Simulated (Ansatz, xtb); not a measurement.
Two isomers of CH11PSi4

Structure X is `[SiH3][Si]1([SiH3])C[SiH2]P1`, a singlet and structure Y is `[SiH3]C1([SiH3])[SiH2]P[SiH2]1`, a singlet. Both are isolated molecules in the gas phase, relaxed with r2SCAN-D4/def2-SVP.

Task: Estimate E(Y) − E(X) at the level CCSD(T)/def2-SVP + ΔMP2/def2-TZVPP.

Result: Calculated at CCSD(T)/def2-SVP + ΔMP2/def2-TZVPP: E(Y) − E(X) = −7.3 kcal/mol, so structure Y lies lower.

How the difference moves with the method:

```
                             level            geometry  E(Y) − E(X) (kcal/mol)  departure from the last row (kcal/mol)  job, with rough time for the two
                r2SCAN-D4/def2-SVP  r2SCAN-D4/def2-SVP                      −2.7                                    +4.6             optimisation, 1.9 min
                       HF/def2-SVP  r2SCAN-D4/def2-SVP                      −7.1                                    +0.2           part of the CCSD(T) run
                      MP2/def2-SVP  r2SCAN-D4/def2-SVP                      −8.6                                    −1.3           part of the CCSD(T) run
                  CCSD(T)/def2-SVP  r2SCAN-D4/def2-SVP                      −6.2                                    +1.1                      single point
CCSD(T)/def2-SVP + ΔMP2/def2-TZVPP  r2SCAN-D4/def2-SVP                      −7.3                                                        single point, 74 s
```

As drawn, Y has 2 C–Si, 2 Si–H in place of 2 Si–Si, 2 C–H.

None of the levels shown reverses the order. The largest departure from CCSD(T)/def2-SVP + ΔMP2/def2-TZVPP is that of r2SCAN-D4/def2-SVP, 4.6 kcal/mol. Levels run at GFN2-xTB geometries aren't shown. The last row adds to CCSD(T) the change of the MP2 difference between the two basis sets, here −1.1 kcal/mol.

With thermal terms from frequencies at re-optimised GFN2-xTB minima (ideal gas, soft modes damped towards free rotors, one conformer each, 298.15 K, 1 atm): the zero-point term adds −2.7 kcal/mol; ΔH is −10.6 and ΔG −8.5 kcal/mol.

The correlated steps freeze 26 core orbitals. Programs: Ansatz 0.2.0, xtb 6.7.1; the last row on 4 threads of Arm Neoverse V1 on a shared host.
